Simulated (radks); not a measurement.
Valence configurations of S (all share [Ne]). Method: scalar-relativistic Kohn-Sham, PBEsol, spin-polarised, spherical densities, finite nucleus; open shells are filled with parallel spins first; Fermi nuclear charge, rms radius 3.2611 fm; computed with a radial shooting solver on a logarithmic mesh with Libxc functionals. Energies are relative to 3s2 3p4; eigenvalues in eV for spin up.

valence      E (eV)  moment (Bohr magnetons)   e(3p)    e(3s)
3s2 3p4       0.000                        2  -7.646  -17.928
3s1.5 3p4.5   5.058                        2  -7.982  -18.370
3s1 3p5      10.118                        2  -8.321  -18.814
3s0.5 3p5.5  16.047                        1  -8.220  -18.706
3p6          21.513                        0  -8.044        -

NIST lists [Ne] 3s2 3p4 as the ground configuration; this level of theory agrees among the configurations tried. The energies are those of spherical high-spin densities, not of single terms.
